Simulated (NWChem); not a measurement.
System: CH4AlO cation; SMILES [CH3][Al+][OH]

The following NWChem deck was run.

```
start job
memory heap 200 mb stack 900 mb global 1100 mb
charge 1
geometry units angstroms noautoz
  Al     0.016923    -0.075713    -0.004261
  C      0.017306     1.827232    -0.008863
  H     -0.202604     2.196143     1.005840
  H     -0.752550     2.193394    -0.706599
  H      1.005275     2.196537    -0.327175
  O      0.011221    -1.686301     0.003458
  H      0.022634    -2.642439     0.001508
end
basis spherical
  * library def2-svp
end
dft
  xc xpbe96 cpbe96
  grid xcoarse
  iterations 150
  mulliken
end
task dft gradient
```

Parts of the log:

```
             Northwest Computational Chemistry Package (NWChem) 7.3.0
             --------------------------------------------------------

 C1  symmetry detected

                             Geometry "geometry" -> ""
                             -------------------------

 Output coordinates in angstroms (scale by  1.889725989 to convert to a.u.)

  No.       Tag          Charge          X              Y              Z
 ---- ---------------- ---------- -------------- -------------- --------------
    1 Al                  13.0000     0.00166722    -0.08965484     0.00051641
    2 C                    6.0000    -0.00102904     1.81329367    -0.00033873
    3 H                    1.0000    -0.96800440     2.17850722     0.38130983
    4 H                    1.0000     0.14958747     2.18073906    -1.02790233
    5 H                    1.0000     0.81154035     2.18500756     0.64413874
    6 O                    8.0000    -0.00221923    -1.70026592    -0.00110370
    7 H                    1.0000     0.00913076    -2.65637561     0.00660247

 Effective nuclear repulsion energy (a.u.)      92.1815307350

  pbe96 is a nonlocal functional; adding pw91lda local functional.

                                 NWChem DFT Module
                                 -----------------

 Summary of "ao basis" -> "ao basis" (spherical)
 ------------------------------------------------------------------------------
       Tag                 Description            Shells   Functions and Types
 ---------------- ------------------------------  ------  ---------------------
 Al                         def2-svp                 8       18   4s3p1d
 C                          def2-svp                 6       14   3s2p1d
 H                          def2-svp                 3        5   2s1p
 O                          def2-svp                 6       14   3s2p1d

            General Information
            -------------------
          SCF calculation type: DFT
          Wavefunction type:  closed shell.
          No. of atoms     :     7
          No. of electrons :    30
           Alpha electrons :    15
            Beta electrons :    15
          Charge           :     1
          Spin multiplicity:     1
          Use of symmetry is: off; symmetry adaption is: off
          Maximum number of iterations: 150
          AO basis - number of functions:    66
                     number of shells:    32
          Convergence on energy requested:  1.00D-06
          Convergence on density requested:  1.00D-05
          Convergence on gradient requested:  5.00D-04

              XC Information
              --------------
          PerdewBurkeErnzerhof Exchange Functional  1.000
            Perdew 1991 LDA Correlation Functional  1.000 local
           PerdewBurkeErnz. Correlation Functional  1.000 non-local

             Grid Information
             ----------------
          Grid used for XC integration:  xcoarse
          Radial quadrature: Mura-Knowles
          Angular quadrature: Lebedev.
          Tag              B.-S. Rad. Rad. Pts. Rad. Cut. Ang. Pts.
          ---              ---------- --------- --------- ---------
          Al                  1.25       42           8.0       194
          C                   0.70       21          11.0       194
          H                   0.35       21          11.0       194
          O                   0.60       21          10.0       194
          Grid pruning is: on
          Number of quadrature shells:   168
          Spatial weights used:  Erf1

      Superposition of Atomic Density Guess
      -------------------------------------

 Sum of atomic energies:        -356.10449765

 Renormalizing density from      31.00 to     30

      Non-variational initial energy
      ------------------------------

 Total energy =    -349.681918
 1-e energy   =    -652.527956
 2-e energy   =     210.664507
 HOMO         =      -0.763416
 LUMO         =      -0.387334

     ---------------------------------------------
      Total Density - Mulliken Population Analysis
     ---------------------------------------------

    Atom       Charge   Shell Charges
 -----------   ------   -------------------------------------------------------
    1 Al  13    11.68   2.00  2.00  0.98  0.03  5.97  0.44  0.08  0.18
    2 C    6     6.64   1.99  1.03  0.21  2.27  1.13  0.01
    3 H    1     0.75   0.60  0.12  0.03
    4 H    1     0.75   0.60  0.12  0.03
    5 H    1     0.75   0.60  0.12  0.03
    6 O    8     8.86   1.99  1.16  0.56  3.50  1.64  0.00
    7 H    1     0.57   0.47  0.04  0.06

   convergence    iter        energy       DeltaE   RMS-Dens  Diis-err
 ---------------- ----- ----------------- --------- --------- ---------
 d= 0,ls=0.0,diis     1   -357.2950856951 -4.49D+02  3.67D-02  2.16D+00
 d= 0,ls=0.0,diis     2   -355.3197416671  1.98D+00  3.12D-02  1.66D+01
 d= 0,ls=0.0,diis     3   -357.4608463250 -2.14D+00  8.46D-03  2.49D-01
 d= 0,ls=0.0,diis     4   -357.4786891195 -1.78D-02  4.31D-03  1.41D-01
 d= 0,ls=0.0,diis     5   -357.4967012339 -1.80D-02  1.56D-03  8.00D-03
  Resetting Diis
 d= 0,ls=0.0,diis     6   -357.4978186860 -1.12D-03  2.62D-04  3.09D-04
 d= 0,ls=0.0,diis     7   -357.4978660628 -4.74D-05  1.04D-04  1.34D-05
 d= 0,ls=0.0,diis     8   -357.4978608106  5.25D-06  5.96D-05  6.64D-05
 d= 0,ls=0.0,diis     9   -357.4978678010 -6.99D-06  1.47D-05  7.87D-07
 d= 0,ls=0.0,diis    10   -357.4978679147 -1.14D-07  2.20D-06  2.28D-08

         Total DFT energy =     -357.497867914739
      One electron energy =     -669.984697066268
           Coulomb energy =      253.945689073568
    Exchange-Corr. energy =      -33.640390657067
 Nuclear repulsion energy =       92.181530735027

 Numeric. integr. density =       30.000476369805

                       DFT Final Molecular Orbital Analysis
                       ------------------------------------

 Vector   13  Occ=2.000000D+00  E=-5.265741D-01
              MO Center=  1.7D-03,  1.3D+00,  1.1D-03, r^2= 1.8D+00
   Bfn.  Coefficient  Atom+Function         Bfn.  Coefficient  Atom+Function
  ----- ------------  ---------------      ----- ------------  ---------------
     3      0.468125  1 Al s                 23     -0.433633  2 C  py
     2      0.250421  1 Al s                  9      0.221763  1 Al py
    26     -0.211865  2 C  py                 6     -0.132409  1 Al py
    33     -0.124303  3 H  s                 38     -0.123532  4 H  s
    43     -0.123315  5 H  s                 52     -0.104017  6 O  py

 Vector   14  Occ=2.000000D+00  E=-5.070195D-01
              MO Center= -3.2D-03, -1.6D+00, -1.4D-03, r^2= 9.0D-01
   Bfn.  Coefficient  Atom+Function         Bfn.  Coefficient  Atom+Function
  ----- ------------  ---------------      ----- ------------  ---------------
    51      0.501659  6 O  px                54      0.359887  6 O  px
    53      0.333714  6 O  pz                56      0.239406  6 O  pz
     8      0.106245  1 Al px                11      0.092324  1 Al px
    10      0.070683  1 Al pz                 5     -0.063587  1 Al px
    13      0.061411  1 Al pz                14     -0.060442  1 Al d -2

 Vector   15  Occ=2.000000D+00  E=-5.070167D-01
              MO Center= -2.6D-03, -1.6D+00, -1.8D-03, r^2= 9.0D-01
   Bfn.  Coefficient  Atom+Function         Bfn.  Coefficient  Atom+Function
  ----- ------------  ---------------      ----- ------------  ---------------
    53      0.501747  6 O  pz                56      0.359947  6 O  pz
    51     -0.333772  6 O  px                54     -0.239443  6 O  px
    10      0.106263  1 Al pz                13      0.092350  1 Al pz
     8     -0.070684  1 Al px                 7     -0.063600  1 Al pz
    11     -0.061439  1 Al px                15     -0.060460  1 Al d -1

 Vector   16  Occ=0.000000D+00  E=-2.953555D-01
              MO Center=  7.0D-03,  9.4D-02,  1.7D-03, r^2= 3.4D+00
   Bfn.  Coefficient  Atom+Function         Bfn.  Coefficient  Atom+Function
  ----- ------------  ---------------      ----- ------------  ---------------
     4      0.696327  1 Al s                  3      0.497072  1 Al s
    21     -0.419564  2 C  s                 23      0.301526  2 C  py
    50     -0.278753  6 O  s                 26      0.274206  2 C  py
     2      0.260784  1 Al s                 20     -0.208181  2 C  s
    18      0.181241  1 Al d  2              49     -0.181699  6 O  s

 Vector   17  Occ=0.000000D+00  E=-2.478940D-01
              MO Center= -8.0D-03, -2.1D-02, -4.9D-03, r^2= 3.4D+00
   Bfn.  Coefficient  Atom+Function         Bfn.  Coefficient  Atom+Function
  ----- ------------  ---------------      ----- ------------  ---------------
    13      0.508626  1 Al pz                11      0.446846  1 Al px
    10      0.361254  1 Al pz                 8      0.317390  1 Al px
    44     -0.214620  5 H  s                 53     -0.176228  6 O  pz
    56     -0.169386  6 O  pz                 7     -0.164552  1 Al pz
    43     -0.157156  5 H  s                 51     -0.154812  6 O  px

[...]

                         DFT ENERGY GRADIENTS

    atom               coordinates                        gradient
                 x          y          z           x          y          z
   1 Al      0.003151  -0.169423   0.000976   -0.000046  -0.007589  -0.000011
   2 C      -0.001945   3.426628  -0.000640    0.000142   0.001807   0.000018
   3 H      -1.829263   4.116782   0.720571    0.005319  -0.001628  -0.002119
   4 H       0.282679   4.120999  -1.942454   -0.000817  -0.001648   0.005858
   5 H       1.533589   4.129066   1.217246   -0.004565  -0.001515  -0.003724
   6 O      -0.004194  -3.213037  -0.002086   -0.000031   0.001302  -0.000017
   7 H       0.017255  -5.019822   0.012477   -0.000003   0.009272  -0.000004
```

Level: PBE/def2-SVP. Structure relaxed at the PBE0/def2-SVP level.
